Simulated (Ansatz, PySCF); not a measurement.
1,2,4-triazole (C2H3N3), SMILES c1nc[nH]n1. Atoms are numbered in the order given.

```xyz
8

C     -0.0507     1.1157     0.0000
N      1.1274     0.4445     0.0000
C      0.7460    -0.8129     0.0000
N     -0.6001    -0.8754     0.0000
N     -1.1265     0.3513     0.0000
H     -0.1213     2.2030     0.0000
H      1.3887    -1.6930     0.0000
H     -1.2022    -1.6897     0.0000
```
Charge 0, spin multiplicity 1.

The structure is a stationary point at PBE0-D3(BJ)/def2-SVP.

Two levels are set side by side: PBE-D3(BJ)/def2-SVP (Ansatz, an electronic-structure program) and PBE0-D3(BJ)/def2-SVP (Ansatz). Each level has its own optimised geometry; the coordinates shown are those of the second. Frequencies come from the Hessian of PySCF at each geometry. Differences are taken from unrounded values.

```tsv
quantity	PBE0-D3(BJ)	PBE-D3(BJ)	PBE-D3(BJ) minus PBE0-D3(BJ)
mean bond length (Å)	1.233	1.245	0.012
bond C1–N2 (Å)	1.356	1.367	0.011
bond C1–N5 (Å)	1.320	1.336	0.016
bond N2–C3 (Å)	1.314	1.328	0.014
bond C3–N4 (Å)	1.348	1.361	0.014
bond N4–N5 (Å)	1.335	1.350	0.015
bond C1–H6 (Å)	1.090	1.098	0.008
bond C3–H7 (Å)	1.090	1.098	0.008
bond N4–H8 (Å)	1.013	1.022	0.009
highest harmonic wavenumber (cm⁻¹)	3680	3547	-133
mean harmonic wavenumber (cm⁻¹)	1487	1425	-63
zero-point energy (kcal/mol)	38.27	36.66	-1.61
```

GGA bonds tend to be longer and softer than those of functionals with exact exchange. Differences between two approximate levels are no errors against the true value.
